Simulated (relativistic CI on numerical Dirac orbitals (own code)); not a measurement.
Cubic crystal-field splitting of Lu4+ by operator equivalents

Problem. Lu4+ (4f13) sits in a cubic field with the Wybourne parameters B⁴₀ = 1500 and B⁶₀ = 1170 cm⁻¹. Find the levels of its ground J multiplet, neglecting the mixing with the other J.

Working.
1. One f hole has the ground level ²F7/2 with g_J = 8/7 and the Stevens factors β = −2/1155 and γ = 4/27027.
2. Stevens form: B₄ = β B⁴₀/8 = -0.3247 and B₆ = γ B⁶₀/16 = 0.01082 cm⁻¹, in H = B₄(O₄⁰ + 5O₄⁴) + B₆(O₆⁰ − 21O₆⁴).
3. For J = 7/2 the eigenvalues are E(Γ6) = 840B₄ − 25200B₆ = -545.5, E(Γ7) = −1080B₄ − 15120B₆ = 187.0 and E(Γ8) = 120B₄ + 20160B₆ = 179.2 cm⁻¹.
4. Order and energies above the lowest: Γ6 0.0, Γ8 724.7, Γ7 732.5 cm⁻¹. A Γ6 ground doublet has the isotropic |g| = 2.667.

Check. Diagonalising spin-orbit coupling (free-ion gap 11539 cm⁻¹, from a Dirac-Coulomb-Breit calculation) and field together in all 14 states gives Γ6 0.0, Γ8 698.7, Γ7 722.4 cm⁻¹, with |g| = 2.667. The other multiplet starts at 11967 cm⁻¹; the differences from the hand values come from J mixing and grow with the ratio of the field to that gap.
